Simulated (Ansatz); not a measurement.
CH$_{6}$FOSbSi, SMILES `C[O][Sb]([F])[SiH3]`. The species carries charge 0 and has multiplicity 1. Sb takes the def2 core potential. The geometry is a stationary point of PBE0-D4/def2-TZVP. It is one conformer, not always the lowest.

```xyz
11

C    -1.927    0.231    1.211
O    -0.857   -0.159    0.376
Sb    0.966    0.371    0.829
F     0.912    2.131    0.042
Si    1.781   -0.732   -1.381
H    -1.665    0.202    2.277
H    -2.267    1.243    0.967
H    -2.755   -0.463    1.047
H     0.911   -0.269   -2.490
H     1.707   -2.211   -1.243
H     3.194   -0.343   -1.635
```

Problem. What is the dipole moment at B3LYP/def2-TZVPP? (Estimate.)

Solution. Computed: 2.41 D, with components (0.29, -1.67, 1.72) D in this frame, pointing from negative to positive charge.

Problem. And with PBE, r2SCAN, ωB97M-V? (An estimate is asked.)

Solution. Computed: PBE 2.23 D, r2SCAN 2.27 D, ωB97M-V 2.38 D.

Problem. Give the Mulliken charges with B3LYP, PBE, ωB97M-V in def2-TZVPP. (An estimate is asked.)

Solution. Computed: 
```json
{"atom": "C1", "B3LYP": "-0.12", "PBE": "-0.14", "ωB97M-V": "-0.18"}
{"atom": "O2", "B3LYP": "-0.52", "PBE": "-0.44", "ωB97M-V": "-0.50"}
{"atom": "Sb3", "B3LYP": "0.86", "PBE": "0.78", "ωB97M-V": "0.79"}
{"atom": "F4", "B3LYP": "-0.48", "PBE": "-0.43", "ωB97M-V": "-0.47"}
{"atom": "Si5", "B3LYP": "0.11", "PBE": "0.05", "ωB97M-V": "0.04"}
{"atom": "H6", "B3LYP": "0.08", "PBE": "0.08", "ωB97M-V": "0.10"}
{"atom": "H7", "B3LYP": "0.11", "PBE": "0.11", "ωB97M-V": "0.13"}
{"atom": "H8", "B3LYP": "0.11", "PBE": "0.10", "ωB97M-V": "0.12"}
{"atom": "H9", "B3LYP": "-0.04", "PBE": "-0.03", "ωB97M-V": "0.00"}
{"atom": "H10", "B3LYP": "-0.05", "PBE": "-0.04", "ωB97M-V": "-0.01"}
{"atom": "H11", "B3LYP": "-0.05", "PBE": "-0.04", "ωB97M-V": "-0.01"}
```

B3LYP here is the variant with VWN-RPA as its local correlation; programs differ in this.
